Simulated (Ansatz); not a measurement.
Born–Oppenheimer molecular dynamics of CH₈BNS (12 atoms, charge 0, multiplicity 1). It starts at the highest image of a converged band, a first-order saddle point between two minima.

Level of theory: Ansatz, RKS PBE0-D4/def2-SVP.

```
ensemble                      : NVE (velocity Verlet)
time step                     : 0.5 fs
steps asked                   : 200
starting velocities drawn for : 100 K
seed                          : 8368
```

Frames 2.5 fs apart, positions in Å, forces in eV/Å.

Velocities at 45 fs (Å/ps):

```
B 6.85 -5.07 5.85
N 3.14 -3.29 -0.93
H 7.59 -10.65 19.90
H -25.84 -19.38 14.23
C -4.94 7.89 6.28
H -22.99 -0.09 10.27
H -17.09 11.27 1.49
H 7.49 0.21 -9.02
H -0.84 7.32 3.22
S -0.06 1.73 -3.94
H 1.60 6.31 -6.83
H -6.10 -43.93 -32.62
```

```xyz
12
Properties=species:S:1:pos:R:3:forces:R:3 time_fs=45 energy_less_start_eV=-0.381 T=393
B -0.007 0.658 0.155 -0.54 -2.36 0.22
N 0.080 -0.070 1.839 0.45 -0.97 -1.33
H -0.880 -0.358 2.083 0.76 -0.09 0.07
H 0.772 -0.857 1.800 -1.19 0.49 0.13
C 1.306 0.120 -0.552 -0.70 -1.38 -0.95
H 1.223 -0.992 -0.400 0.44 0.47 -0.25
H 1.358 0.246 -1.675 -0.15 0.15 1.00
H 2.238 0.445 -0.113 0.68 0.32 0.23
H -1.098 0.280 -0.220 0.15 -1.14 -0.11
S -0.308 2.362 0.310 0.31 3.73 0.55
H -1.611 2.303 0.622 -0.21 0.07 -0.03
H 0.446 0.578 2.514 0.00 0.70 0.46
12
Properties=species:S:1:pos:R:3:forces:R:3 time_fs=47.5 energy_less_start_eV=-0.402 T=411
B 0.008 0.640 0.171 -1.52 -1.39 0.55
N 0.087 -0.083 1.832 -1.36 -1.68 -2.59
H -0.841 -0.384 2.132 0.07 0.16 -0.03
H 0.683 -0.898 1.837 0.24 -0.51 -0.13
C 1.292 0.136 -0.539 0.56 -1.55 -0.50
H 1.181 -0.975 -0.383 0.65 0.46 -0.36
H 1.311 0.278 -1.642 -0.10 0.12 0.46
H 2.271 0.453 -0.130 -0.19 0.03 -0.01
H -1.093 0.264 -0.215 0.36 -1.06 -0.06
S -0.308 2.370 0.300 0.37 3.05 0.57
H -1.614 2.320 0.604 -0.19 0.03 -0.03
H 0.451 0.523 2.481 1.09 2.33 2.13
12
Properties=species:S:1:pos:R:3:forces:R:3 time_fs=50 energy_less_start_eV=-0.500 T=487
B 0.014 0.614 0.190 -2.08 -0.57 0.87
N 0.090 -0.100 1.815 0.73 1.75 1.05
H -0.800 -0.401 2.182 -0.87 0.38 0.05
H 0.605 -0.964 1.867 0.89 -0.46 -0.22
C 1.282 0.145 -0.528 1.69 -0.78 0.52
H 1.177 -0.936 -0.387 0.64 -0.55 -0.30
H 1.258 0.318 -1.587 -0.06 0.25 -0.91
H 2.295 0.464 -0.147 -0.80 -0.12 -0.14
H -1.068 0.186 -0.213 0.38 -0.72 -0.01
S -0.307 2.383 0.292 0.09 1.99 0.59
H -1.627 2.340 0.584 0.08 0.03 -0.07
H 0.504 0.576 2.543 -0.69 -1.18 -1.43
12
Properties=species:S:1:pos:R:3:forces:R:3 time_fs=52.5 energy_less_start_eV=-0.563 T=536
B 0.009 0.584 0.213 -1.98 -0.16 0.88
N 0.095 -0.113 1.803 0.67 0.24 2.26
H -0.802 -0.394 2.230 -0.12 0.73 -0.47
H 0.572 -1.048 1.883 0.19 1.26 -0.40
C 1.279 0.149 -0.515 1.25 -0.46 -0.38
H 1.211 -0.927 -0.410 0.53 -0.91 -0.31
H 1.201 0.371 -1.576 0.02 0.09 -0.45
H 2.277 0.469 -0.170 -0.13 0.16 0.13
H -1.021 0.066 -0.213 0.18 -0.28 0.01
S -0.306 2.401 0.285 -0.14 0.88 0.56
H -1.635 2.362 0.560 0.22 0.04 -0.07
H 0.525 0.576 2.538 -0.70 -1.59 -1.76
12
Properties=species:S:1:pos:R:3:forces:R:3 time_fs=55 energy_less_start_eV=-0.724 T=659
B -0.006 0.553 0.241 -1.34 -0.18 0.46
N 0.102 -0.124 1.798 -1.68 -2.10 0.01
H -0.812 -0.347 2.252 0.37 0.57 -0.75
H 0.555 -1.066 1.877 0.11 1.12 -0.45
C 1.282 0.150 -0.504 0.02 -1.22 -1.69
H 1.277 -0.964 -0.451 0.38 0.24 -0.34
H 1.147 0.429 -1.589 0.26 -0.28 0.77
H 2.253 0.485 -0.185 0.79 0.52 0.40
H -0.963 -0.072 -0.212 -0.09 0.18 0.05
S -0.305 2.419 0.279 -0.08 -0.10 0.48
H -1.633 2.386 0.532 0.05 0.07 -0.01
H 0.513 0.496 2.444 1.22 1.17 1.09
12
Properties=species:S:1:pos:R:3:forces:R:3 time_fs=57.5 energy_less_start_eV=-0.777 T=700
B -0.029 0.521 0.272 -0.37 -0.34 -0.18
N 0.102 -0.142 1.795 -1.76 0.63 -0.52
H -0.807 -0.267 2.233 -0.34 -0.01 -0.13
H 0.549 -1.029 1.844 0.72 -1.12 -0.30
C 1.286 0.146 -0.501 0.42 -1.12 -1.10
H 1.365 -0.989 -0.512 0.11 0.95 -0.18
H 1.107 0.471 -1.563 0.38 -0.31 0.60
H 2.266 0.528 -0.180 0.02 0.25 0.10
H -0.911 -0.198 -0.208 -0.32 0.57 0.10
S -0.305 2.438 0.274 0.06 -0.91 0.41
H -1.628 2.415 0.504 -0.20 0.11 0.04
H 0.567 0.474 2.401 1.27 1.32 1.14
12
Properties=species:S:1:pos:R:3:forces:R:3 time_fs=60 energy_less_start_eV=-0.649 T=602
B -0.054 0.488 0.301 0.67 -0.36 -0.87
N 0.096 -0.159 1.790 1.50 3.32 1.52
H -0.820 -0.188 2.207 -0.46 -0.45 0.45
H 0.578 -1.044 1.793 -0.06 -0.66 -0.11
C 1.292 0.137 -0.503 1.04 -0.04 0.59
H 1.460 -0.965 -0.583 -0.08 0.36 0.02
H 1.089 0.498 -1.506 0.21 0.10 -0.65
H 2.281 0.586 -0.168 -0.89 -0.20 -0.20
H -0.878 -0.292 -0.197 -0.51 0.77 0.13
S -0.304 2.455 0.269 -0.05 -1.53 0.42
H -1.633 2.450 0.478 -0.15 0.13 0.04
H 0.683 0.517 2.416 -1.22 -1.43 -1.35
12
Properties=species:S:1:pos:R:3:forces:R:3 time_fs=62.5 energy_less_start_eV=-0.481 T=473
B -0.076 0.452 0.326 1.38 -0.13 -1.57
N 0.096 -0.162 1.790 1.57 1.38 1.42
H -0.852 -0.134 2.202 0.75 -0.67 0.26
H 0.601 -1.092 1.737 -1.32 1.10 0.18
C 1.303 0.127 -0.503 0.26 1.13 0.82
H 1.551 -0.921 -0.653 -0.06 -0.63 0.10
H 1.085 0.529 -1.483 0.11 0.20 -0.79
H 2.249 0.634 -0.166 -0.54 -0.16 -0.05
H -0.875 -0.341 -0.180 -0.64 0.76 0.10
S -0.303 2.469 0.266 -0.33 -1.91 0.47
H -1.646 2.492 0.454 0.13 0.10 0.01
H 0.738 0.490 2.364 -1.31 -1.18 -0.94
12
Properties=species:S:1:pos:R:3:forces:R:3 time_fs=65 energy_less_start_eV=-0.407 T=415
B -0.090 0.416 0.342 1.56 0.38 -2.12
N 0.101 -0.160 1.796 -1.74 -1.09 -0.94
H -0.845 -0.119 2.215 0.89 -0.57 0.29
H 0.553 -1.087 1.690 -0.91 0.38 0.28
C 1.315 0.123 -0.499 -1.12 0.88 -0.69
H 1.637 -0.908 -0.717 -0.24 -0.24 0.30
H 1.088 0.569 -1.500 0.22 -0.29 0.34
H 2.189 0.675 -0.165 0.54 0.30 0.38
H -0.909 -0.345 -0.156 -0.63 0.61 0.05
S -0.303 2.479 0.263 -0.37 -2.07 0.49
H -1.652 2.540 0.431 0.25 0.02 0.00
H 0.731 0.406 2.268 1.55 1.69 1.62
12
Properties=species:S:1:pos:R:3:forces:R:3 time_fs=67.5 energy_less_start_eV=-0.425 T=428
B -0.095 0.382 0.346 1.24 0.99 -2.27
N 0.100 -0.160 1.800 -0.42 1.38 -0.55
H -0.794 -0.137 2.249 -0.50 -0.15 0.88
H 0.457 -1.068 1.659 0.36 -1.70 0.12
C 1.322 0.122 -0.499 -0.99 0.37 -1.11
H 1.709 -0.906 -0.762 -0.51 0.56 0.60
H 1.103 0.593 -1.502 0.16 -0.43 0.61
H 2.155 0.731 -0.144 0.49 0.10 0.37
H -0.981 -0.312 -0.130 -0.39 0.43 0.03
S -0.304 2.486 0.261 -0.04 -2.09 0.44
H -1.645 2.588 0.408 0.06 -0.07 0.04
H 0.794 0.400 2.249 0.54 0.61 0.84
12
Properties=species:S:1:pos:R:3:forces:R:3 time_fs=70 energy_less_start_eV=-0.390 T=402
B -0.094 0.354 0.338 0.52 1.46 -1.96
N 0.097 -0.156 1.800 1.95 1.13 0.83
H -0.763 -0.163 2.330 -0.24 0.28 0.48
H 0.373 -1.128 1.638 0.31 0.05 0.47
C 1.324 0.124 -0.503 -0.09 0.78 0.21
H 1.752 -0.877 -0.773 -0.41 0.33 0.62
H 1.126 0.594 -1.473 -0.10 0.02 -0.30
H 2.147 0.789 -0.103 -0.39 -0.68 -0.05
H -1.074 -0.253 -0.102 0.11 0.31 0.06
S -0.304 2.489 0.260 0.36 -2.00 0.37
H -1.635 2.632 0.387 -0.19 -0.15 0.07
H 0.886 0.429 2.279 -1.84 -1.52 -0.80
12
Properties=species:S:1:pos:R:3:forces:R:3 time_fs=72.5 energy_less_start_eV=-0.345 T=367
B -0.090 0.333 0.319 -0.33 1.85 -1.39
N 0.102 -0.147 1.805 -0.06 -1.58 1.12
H -0.742 -0.174 2.435 0.94 0.56 -0.83
H 0.309 -1.187 1.644 0.27 1.76 0.67
C 1.326 0.131 -0.506 -0.28 1.32 1.11
H 1.773 -0.832 -0.748 0.00 -0.65 0.34
H 1.145 0.596 -1.460 -0.20 0.33 -0.86
H 2.119 0.811 -0.063 -0.47 -0.74 -0.18
H -1.161 -0.176 -0.070 0.63 0.12 0.02
S -0.305 2.488 0.260 0.45 -1.83 0.33
H -1.634 2.668 0.371 -0.14 -0.24 0.07
H 0.885 0.381 2.271 -0.81 -0.91 -0.40
```

Of the whole run (100 fs, mean temperature of the second half 486 K): The conserved energy stayed within 0.23 meV per atom of its start (net change -0.01 meV per atom), so the integration is sound. The kinetic energy rose, since the run started high on the potential surface and went downhill. A run of 0.1 ps of so small a system gives no equilibrium averages. The orbitals stay closed-shell, which can raise the energy where a bond breaks towards radicals; this wasn't checked here.

The run took 8.1 min on 2 threads of Arm Neoverse V1, with other jobs on the host, peak memory 0.2 GiB.
